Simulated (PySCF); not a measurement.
A species of formula C5H4O2 has this rotational fingerprint, computed with PBE0/def2-SVPD in PySCF (dipole) on a GFN2-xTB geometry, gas phase:

- Rotational constants: A = 5973, B = 2726, C = 1872 MHz
- Dipole components: |μa| = 4.13 D, |μb| = 0.00 D, |μc| = 0.00 D
- Inertial defect: 0.00 u·Å²
- κ: -0.58

Question: Which candidate fits, each taken in the one conformer that was computed?
A. `[O:1]=[CH:2][c:3]1[cH:4][cH:5][o:6][cH:7]1` with O1–C2–C3–C4 180°
B. `O=C1C=COC=C1` (4H-pyran-4-one)
C. `[CH2:1]=[CH:2][C:3]#[C:4][C:5](=[O:6])[OH:7]` with C4–C5–O7–H 180°
D. `[CH:1]#[C:2]/[CH:3]=[CH:4]/[C:5](=[O:6])[OH:7]` with C3–C4–C5–O6 0°, C4–C5–O7–H 180°

Answer: B. It is O=c1ccocc1, an asymmetric top, point group C2v. The candidates at the same level (rigid rotor, commonest isotopes):

```csv
SMILES,A (MHz),B (MHz),C (MHz),μa (D),μb (D),μc (D),Δ (u·Å²),point group,rotor
C#C/C=C/C(=O)O,10379,1220,1092,0.91,1.50,0.00,0.00,Cs,near-prolate asymmetric top
O=Cc1ccoc1,8313,2000,1612,2.84,1.63,0.00,0.00,Cs,asymmetric top
C=CC#CC(=O)O,9332,1150,1024,2.32,1.64,0.00,0.00,Cs,near-prolate asymmetric top
O=c1ccocc1,5973,2726,1872,4.13,0.00,0.00,0.00,C2v,asymmetric top
```

`C#C/C=C/C(=O)O` has A 74 % too high; `C=CC#CC(=O)O` has B 58 % too low; `O=Cc1ccoc1` has A 39 % too high. In the right answer the symmetry axis of this C2v structure is a, so μb and μc vanish by symmetry. No structure here is proved a minimum.
